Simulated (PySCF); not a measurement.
Computed shifts of a molecule C2H9FSi2, PBE/pcSseg-1 in PySCF, GIAO, gas phase, atoms alike by connectivity averaged where their shifts nearly agree, in ppm (number of nuclei): ¹³C: 4.0 (1), -2.1 (1). ²⁹Si: 30.5 (1), -75.2 (1). ¹⁹F: -222.6 (1). ¹H: 5.59 (1), 4.32 (3), 0.70 (3), 0.55 (1), 0.06 (1). References: ¹³C against TMS (σ = 182.0 ppm); ²⁹Si against TMS (σ = 335.4 ppm); ¹⁹F against CFCl3 (σ = 133.6 ppm); ¹H against TMS (σ = 31.49 ppm), references at their B3LYP-D3(BJ)/def2-TZVP geometries, non-relativistic. Coordinates come from a TPSSh-D3(BJ)/def2-SVP optimisation. Other conformers were not sampled.

Task: Identify the compound among the candidates.
(A) C[C@H]([SiH3])[SiH2]F
(B) C[Si@@H](F)C[SiH3]
(C) C[SiH2]C[SiH2]F
(D) C[Si](C)(F)[SiH3]

Result: B, C[Si@@H](F)C[SiH3]
